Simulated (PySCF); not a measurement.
CH₅Ge₂N. Atoms are numbered in the order given.

```xyz
9

C     -1.5842     0.4846     0.0000
N     -1.5561    -0.8020     0.0000
Ge     0.3386    -1.2089     0.0000
Ge     0.2877     1.2581     0.0000
H     -2.5582     1.0305     0.0000
H      0.7355    -2.0190    -1.2671
H      0.7355    -2.0190     1.2671
H      0.7225     2.0701    -1.2594
H      0.7225     2.0701     1.2594
```

Geometry: PBE-D3(BJ)/def2-SVP. This is a generated structure with no PubChem entry under its InChIKey; it may be hypothetical.

Computed with PBE-D3(BJ)/def2-SVP (PySCF).

Frequencies are harmonic and unscaled.

Question: Estimate the vibrational spectrum. (The exact figures need the calculation; the answer reports its results.)

Answer: 
| mode | ν (cm⁻¹) | IR (km/mol) | moving atoms (share of kinetic energy) |
|---|---|---|---|
| 1 | 162 | 4.8 | H 56 %, N 27 %, C 17 % |
| 2 | 245 | 1.0 | Ge 93 % |
| 3 | 309 | 8.6 | H 96 % |
| 4 | 338 | 4.4 | Ge 40 %, N 30 %, C 26 % |
| 5 | 456 | 1.1 | H 67 %, C 12 %, Ge 11 %, N 11 % |
| 6 | 493 | 18.5 | H 59 %, C 23 %, N 9 %, Ge 8 % |
| 7 | 509 | 5.6 | H 96 % |
| 8 | 560 | 27.9 | N 45 %, H 39 %, Ge 9 % |
| 9 | 597 | 3.7 | H 84 %, N 11 % |
| 10 | 660 | 96.2 | C 43 %, N 29 %, H 25 % |
| 11 | 680 | 70.1 | H 86 % |
| 12 | 830 | 37.3 | H 97 % |
| 13 | 838 | 124.1 | H 96 % |
| 14 | 848 | 35.2 | H 75 %, C 24 % |
| 15 | 1213 | 14.7 | H 82 %, C 12 % |
| 16 | 1571 | 48.8 | C 52 %, N 47 % |
| 17 | 2010 | 153.2 | H 99 % |
| 18 | 2037 | 81.6 | H 98 % |
| 19 | 2044 | 135.1 | H 99 % |
| 20 | 2068 | 149.2 | H 98 % |
| 21 | 2947 | 65.7 | H 92 %, C 8 % |
